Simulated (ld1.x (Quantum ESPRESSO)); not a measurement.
Results of a calculation; reference values are marked as such.
# Potentials for oxygen (O) compared

Generated with ld1.x 7.5 (TM, RRKJ, ultrasoft, PAW), atompaw 4.2 or ONCVPSP 4.0.1. The cutoff is in Ry: for ld1.x and atompaw files where the sum of valence levels is converged to 10 mRy in a Bessel basis, for ONCV files where the hardest occupied wave has 1 mHa per electron of residual kinetic energy. The error is the largest all-electron minus pseudo excitation energy over each file’s own four to seven test configurations (ionisations up to +4, promotions, holes and added fractions of an electron), all of which were solved. The labels leave out finer settings (local radius, basis sizes, second energies), which also bear on the numbers. Spin-polarised tests are not counted. The rows are a selection from randomly drawn settings: files with unsolved tests, undetermined cutoffs or missed reference levels are left out.

```tsv
potential	cutoff (Ry)	largest error (meV)	bound ghosts
TM, revPBE, scalar-relativistic, rc 0.90/0.95 (sp), local s, core correction no, reference 2s2 2p3	120	+545	none
RRKJ, PBE, scalar-relativistic, rc 0.85/0.90 (sp), local smoothed, core correction no, reference 2s2 2p1	120	+222	none
TM semilocal, revPBE, scalar-relativistic, rc 0.75/1.85/1.75 (spd), local d, core correction yes, reference 2s2 2p3	90	+1014	none
```

(1) Fill in the row for O: ultrasoft, PBE, scalar-relativistic, rc 1.00/1.55/1.30 (spd), local smoothed, core correction yes, reference 2s1.5 2p4.5.

(2) Fill in the row for O: RRKJ, PBE, scalar-relativistic, rc 0.60/1.15/1.15 (spd), local smoothed, core correction yes, reference 2s2 2p2.

## Answers

(1) cutoff 30 Ry, largest error -38 meV, bound ghosts: none.

(2) cutoff 200 Ry, largest error +236 meV, bound ghosts: none.
